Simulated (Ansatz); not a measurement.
FH₃HfS₃, SMILES [F][Hf]([SH])([SH])[SH], multiplicity 1.

The structure is a stationary point at PBE0-D3(BJ)/def2-SVP. The spin state was assumed, not searched. The structure was generated by enumeration; whether it is a known compound was not checked. The def2 effective core potentials stand for the cores of Hf; spin–orbit coupling is left out. The values are those of a single conformer.

Two levels are set side by side: PBE/def2-SVPD (Ansatz, a first-principles code) and CAM-B3LYP/def2-SVPD (Ansatz). Energy differences of separate SCF runs at the same geometry; the states with an electron removed or added have multiplicity 2 and 2. Differences are taken from unrounded values.

```csv
quantity,PBE
vertical ionisation energy (eV),9.22
vertical electron affinity (eV),0.34
vertical singlet–triplet gap (eV),4.00
```

These are the PBE values. What does CAM-B3LYP give? (An estimate is asked for; the answer gives what the named calculation found.)


```csv
quantity,CAM-B3LYP,PBE minus CAM-B3LYP
vertical ionisation energy (eV),9.92,-0.70
vertical electron affinity (eV),0.46,-0.12
vertical singlet–triplet gap (eV),4.56,-0.56
```
